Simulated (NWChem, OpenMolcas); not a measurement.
## How basis sets differ on AlGeH4F (SMILES [F][AlH][GeH3])

The species is AlGeH4F (7 atoms), meant as a singlet with charge 0. SMILES: `[F][AlH][GeH3]`. The shape is that of a PBE0-D4/def2-TZVP optimisation.

```xyz
7

F    -2.0020   -1.4878    0.7165
Al   -0.4915   -1.3271    0.0666
Ge    0.4282    0.9603   -0.0651
H     0.2040   -2.6599   -0.4226
H     0.0957    1.5992   -1.4280
H    -0.1364    1.8870    1.0248
H     1.9633    0.9602    0.0623
```

Each level gives the HOMO–LUMO gap (eV). The values are calculated.

```tsv
level	kind	program	value (eV)
HF/STO-3G	Hartree–Fock	OpenMolcas	15.96
HF/3-21G	Hartree–Fock	OpenMolcas	11.35
HF/ANO-RCC-VDZ (DKH2, RICD fitting)	Hartree–Fock	OpenMolcas	11.59
HF/def2-SVP	Hartree–Fock	NWChem	11.55
HF/def2-SVPD	Hartree–Fock	OpenMolcas	11.45
```

All-electron rows without a relativistic Hamiltonian named are non-relativistic. The values span 11.35 to 15.96 eV. A Hartree–Fock LUMO above zero doesn't converge with the basis: it sinks as sets grow more diffuse. Orbital gaps aren't excitation energies.
